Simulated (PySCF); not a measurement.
Calculation: PySCF with M06-2X/def2-TZVP // B3LYP-D3(BJ)/def2-SVP. All species are isolated molecules in the gas phase. One relaxed conformer stands for a flexible species; it need not be the lowest. Excitations are Tamm–Dancoff values on a coarser integration grid. The basis has no diffuse functions, so Rydberg states are missing or too high.

Reference species (SMILES): `Bc1coc(F)c1` (neutral, multiplicity 1).

The T1 excitation (TDA) is 3.50 eV and the LUMO is -1.03 eV.

Changed species: `Bc1occc1F`.

Q: What does the change do to the T1 excitation (TDA) and LUMO?

A: the T1 excitation (TDA) falls by 0.23 eV, to 3.27 eV; the LUMO falls by 0.15 eV, to -1.18 eV.
